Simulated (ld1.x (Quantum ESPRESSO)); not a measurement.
PBE TM dataset for germanium, scalar-relativistic all-electron reference.

```
Element                 : germanium
Generator               : ld1.x (Quantum ESPRESSO) 7.5
Type                    : norm-conserving Troullier–Martins (Kleinman–Bylander form)
Functional              : PBE
Relativity              : scalar-relativistic
Frozen core             : [Ne]
Valence charge          : 22
Reference configuration : 3s2 3p6 3d10 4s2 4p1 (charge +1)
Partial waves           : 3p (bound): rc 1.00 bohr; 3d (bound): rc 1.15 bohr; 3s (bound): rc 0.30 bohr
Local potential         : the s channel
Core correction         : Bessel-smoothed model core, default radius (core density twice the valence density)
```

Occupied shells without a wave of their own: 4p, 4s. They enter only through the test configuration that unscreens the potential, and ld1.x also counts them in the model core charge.

All-electron outer shells of the reference configuration (PBE, scalar-relativistic, ld1.x):

| shell | level (eV) | outermost node (bohr) | outermost maximum (bohr) |
| --- | --- | --- | --- |
| 2p | -1207.76 | – | 0.14 |
| 3s | -177.52 | 0.26 | 0.54 |
| 3p | -124.65 | 0.23 | 0.54 |
| 3d | -38.32 | – | 0.50 |
| 4s | -19.86 | 0.77 | 1.71 |
| 4p | -11.24 | 0.82 | 2.08 |

Q: Does the generator finish with these settings?

A: No. ld1.x (Quantum ESPRESSO) 7.5 stopped with "run_pseudo: Errors in PS-KS equation": the pseudo-atom solver did not find the valence states with the expected number of nodes, which is the usual sign of a ghost state. Before that it printed "Warning: n=1, l=0 expected 0 nodes, found 1".
